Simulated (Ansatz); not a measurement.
Reaction (hydrogenolysis of the Si–Cl bond): `O[SiH](O)N[SiH](O)Cl` + H₂ → `O[SiH2]N[SiH](O)O` + HCl

Computed with Ansatz on PBE0-D4/def2-TZVP structures; ΔE is electronic, products minus reactants. CCSD(T)/CBS is the MP2 limit (def2-TZVPP, def2-QZVPP) plus CCSD(T) − MP2 in def2-TZVPP, frozen cores. This one scheme is used for every species. DFT in def2-TZVPP. One conformer a species, not always the lowest.

`O[SiH](O)N[SiH](O)Cl`:

```xyz
13

O    -1.679    1.599   -0.274
Si   -0.094    1.222   -0.454
O     0.532    1.474    1.049
N     0.243   -0.399   -0.877
Si    0.239   -1.791    0.136
O     0.149   -1.313    1.684
Cl    1.959   -2.843   -0.287
H    -2.266    1.495   -1.023
H     0.527    2.084   -1.487
H     0.095    2.150    1.573
H     0.672   -0.521   -1.784
H    -0.864   -2.735   -0.111
H     0.487   -0.423    1.854
```

H₂:

```xyz
2

H     0.312   -0.174   -0.110
H    -0.312    0.174    0.110
```

`O[SiH2]N[SiH](O)O`:

Cartesian coordinates in Å:
```
O 1.154 0.509 1.730
Si 0.975 1.367 0.319
N -0.380 0.725 -0.501
Si -0.729 -0.932 -0.794
O -2.339 -1.064 -0.508
O 0.245 -1.827 0.163
H 2.032 0.502 2.116
H 2.247 1.223 -0.438
H 0.709 2.805 0.579
H -1.142 1.367 -0.666
H -0.453 -1.406 -2.168
H -2.780 -1.845 -0.844
H 0.461 -1.423 1.012
```

HCl:

```xyz
2

Cl    0.236    0.586    0.099
H    -0.236   -0.586   -0.099
```

```csv
level,ΔE (kcal/mol),difference from CCSD(T)/CBS
PBE-D4,23.3,0.2
ωB97X-V,22.7,-0.4
ωB97M-V,23.5,0.4
B2PLYP,22.0,-1.1
PBE,21.8,-1.3
r2SCAN,24.2,1.1
HF/def2-TZVPP,19.7,-3.4
SCS-MP2/def2-TZVPP,22.3,-0.8
MP2/def2-QZVPP,24.8,1.7
MP2/CBS(def2),25.3,2.2
CCSD(T)/CBS,23.1,0
```

Largest T1 diagnostic among the species: 0.012.

In def2-TZVPP, CCSD(T) changes the Hartree–Fock value by +2.1 kcal/mol (the triples alone add +0.9 kcal/mol) and MP2 by +4.4 kcal/mol. The D4 term adds +2.4 kcal/mol with B3LYP and +1.3 kcal/mol with PBE0; it sums over pairs of atoms, weighted by their polarisabilities, and B3LYP, whose exchange is more repulsive, gets the larger term.

B3LYP here is the variant with VWN-RPA as its local correlation; programs differ in this.
